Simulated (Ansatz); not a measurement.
Consider the ligand exchange at the Si–S bond: `C[SiH](S)Cl` + `C=N` → `C=N[SiH](C)Cl` + H₂S.

Program: Ansatz. Geometries: PBE0-D4/def2-TZVP. ΔE: electronic, gas phase. CBS: MP2 limit from def2 TZ/QZ plus the TZ coupled-cluster correction, frozen cores. This one scheme is used for every species. DFT in def2-TZVPP. B3LYP here is the variant with VWN-RPA as its local correlation; programs differ in this. Each species was taken in one conformer, which may not be the lowest.

**Question.** Is it downhill or uphill in electronic energy at CCSD(T)/CBS, and by how much? (Estimate.)

**Answer.** The calculation gave: Uphill: ΔE = +2.1 kcal/mol.

**Question.** What do these levels give: r2SCAN-D4, B3LYP-D4, ωB97M-V, PBE0, B3LYP, HF/def2-TZVPP, MP2/def2-TZVPP, SCS-MP2/def2-TZVPP, CCSD/def2-TZVPP, CCSD(T)/def2-TZVPP, MP2/def2-QZVPP, HF/CBS(def2)? (An estimate is asked.)

**Answer.** The calculation gave: r2SCAN-D4 2.0, B3LYP-D4 1.0, ωB97M-V 1.7, PBE0 3.2, B3LYP 1.2, HF/def2-TZVPP 0.1, MP2/def2-TZVPP 1.8, SCS-MP2/def2-TZVPP 1.4, CCSD/def2-TZVPP 1.5, CCSD(T)/def2-TZVPP 1.7, MP2/def2-QZVPP 1.9, HF/CBS(def2) -0.1 kcal/mol.

Largest T1 diagnostic among the species: 0.012.

In def2-TZVPP, CCSD(T) changes the Hartree–Fock value by +1.6 kcal/mol (the triples alone add +0.3 kcal/mol) and MP2 by +1.7 kcal/mol.
